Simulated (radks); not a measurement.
Question: The mean radii <r> (bohr) of the occupied orbitals of an atom or ion are listed with their occupations. All-electron calculation, scalar-relativistic Kohn-Sham, r2SCAN, spin-polarised, spherical densities, finite nucleus; meta-GGA in the generalised Kohn-Sham scheme; Fermi nuclear charge, rms radius of each element as measured or else 0.836 A^(1/3) + 0.57 fm. Program: a radial shooting solver on a logarithmic mesh with Libxc functionals.

orbital  occ.      <r>
1s down     1  0.06356
1s up       1  0.06356
2s up       1   0.2927
2s down     1   0.2920
2p up       3   0.2600
2p down     3   0.2592
3s up       1   0.9041
3s down     1   0.9070
3p up       3   0.9694
3p down     3   0.9729
3d up       5    1.365

Name the element and its charge. Open shells, if any, are filled with parallel spins first.

Answer: Z = 24, chromium, charge +1: Cr+ in [Ar] 3d5. The 1s radius gives Z: for a bare nucleus <r> = (2 gamma + 1)/(2Z) with gamma = sqrt(1 - (Z/c)^2), 0.06186 bohr for Z = 24, and screening makes it slightly larger (0.06356 here). The occupations add up to 23, and the charge is Z minus that.
